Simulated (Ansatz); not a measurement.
Ansatz (an electronic-structure program) input for YCl3, SMILES [Y]([Cl])([Cl])[Cl], PBE-D3(BJ)/def2-SVP. 

Ansatz 0.2 input:
```yaml
crystal:
  periodic: [false, false, false]
  atoms:
    - {symbol: Y, position_ang: [-0.00000000, 0.00000000, 0.00000000]}
    - {symbol: Cl, position_ang: [2.44805481, -0.00000000, -0.00000000]}
    - {symbol: Cl, position_ang: [-1.22402741, -2.12007766, -0.00000000]}
    - {symbol: Cl, position_ang: [-1.22402740, 2.12007766, -0.00000000]}
basis:
  gaussian:
    orbitals: def2-SVP
hamiltonian:
  xc: pbe
  dispersion: d3bj
relax: {f_tol: 0.002, max_steps: 200}
```

Log of the run:

```
WARN ansatz: RAYON_NUM_THREADS=1 ignored (pool sized by the plan → 1); use --threads N
Functional definition: PBE
integrals: 0.04 GiB planned
874 factors; their error is unknown
mean field: 0.20 GiB planned
mean field evaluation 1: about -38589.6497 eV, gradient 2.3e1 eV
mean field evaluation 2: about -38586.3796 eV, gradient 4.1e1 eV
mean field evaluation 4: about -38591.0456 eV, gradient 1.4e0 eV
mean field evaluation 8: about -38591.0105 eV, gradient 1.2e-2 eV
mean field -38591.01052218 eV, -1418.1934787637 hartree, gradient 6.9e-5 eV, S^2 0.000000; 0 other end points of the search recorded, 0 dependent functions left out
the calculation of the forces begins
reference -38591.01058948 eV, -1418.1934812370 hartree; 31, 31 occupied and 54, 54 virtual orbitals, 874 factors
relax step   1: F+E_penalty+E_count = -38591.12187849 eV  Δ(F+E_penalty+E_count) = +0.000e0 eV  max|allowed force component| = 6.764e-2 eV/Å  Δτ_max = 0.0000 Å  (24 SCF iters, accepted)
these checks for a lower state are left out or cut short: starts, cluster_reference, orbital_swaps, neighbouring_geometries, increment
integrals: 0.04 GiB planned
874 factors; their error is unknown
mean field: 0.20 GiB planned
mean field evaluation 16: about -38591.0511 eV, gradient 8.7e-4 eV
mean field -38591.01016996 eV, -1418.1934658197 hartree, gradient 9.8e-6 eV, S^2 0.000000; 0 other end points of the search recorded, 0 dependent functions left out
the calculation of the forces begins
reference -38591.01023724 eV, -1418.1934682924 hartree; 31, 31 occupied and 54, 54 virtual orbitals, 874 factors
relax step   2: F+E_penalty+E_count = -38591.12202423 eV  Δ(F+E_penalty+E_count) = -1.457e-4 eV  max|allowed force component| = 5.741e-2 eV/Å  Δτ_max = 0.0090 Å  (27 SCF iters, accepted)
these checks for a lower state are left out or cut short: starts, cluster_reference, orbital_swaps, neighbouring_geometries, increment
integrals: 0.04 GiB planned
874 factors; their error is unknown
mean field: 0.20 GiB planned
mean field -38591.01074506 eV, -1418.1934869546 hartree, gradient 9.7e-6 eV, S^2 0.000000; 0 other end points of the search recorded, 0 dependent functions left out
the calculation of the forces begins
reference -38591.01081236 eV, -1418.1934894275 hartree; 31, 31 occupied and 54, 54 virtual orbitals, 874 factors
relax step   3: F+E_penalty+E_count = -38591.12237415 eV  Δ(F+E_penalty+E_count) = -3.499e-4 eV  max|allowed force component| = 5.351e-4 eV/Å  Δτ_max = 0.0040 Å  (27 SCF iters, accepted)
integrals: 0.04 GiB planned
874 factors; their error is unknown
mean field: 0.20 GiB planned
mean field evaluation 32: about -38591.0107 eV, gradient 9.8e-6 eV
mean field -38591.01074506 eV, -1418.1934869546 hartree, gradient 9.8e-6 eV, S^2 0.000000; 1 other end points of the search recorded, 0 dependent functions left out
the calculation of the forces begins
reference -38591.01081236 eV, -1418.1934894275 hartree; 31, 31 occupied and 54, 54 virtual orbitals, 874 factors
Total energy: -38591.12244144 eV, -1418.1975917205 hartree
Atom 0 at    -0.000019    -0.000000     0.000000 Å, force     0.000014    -0.000000    -0.000000 eV/Å
Atom 1 at     2.443105     0.000000    -0.000000 Å, force     0.000535     0.000000     0.000000 eV/Å
Atom 2 at    -1.221543    -2.115849    -0.000000 Å, force    -0.000275    -0.000483     0.000000 eV/Å
Atom 3 at    -1.221543     2.115849     0.000000 Å, force    -0.000275     0.000483     0.000000 eV/Å
Dipole moment:    -0.000011     0.000000     0.000000 e Å
```

The run converged.
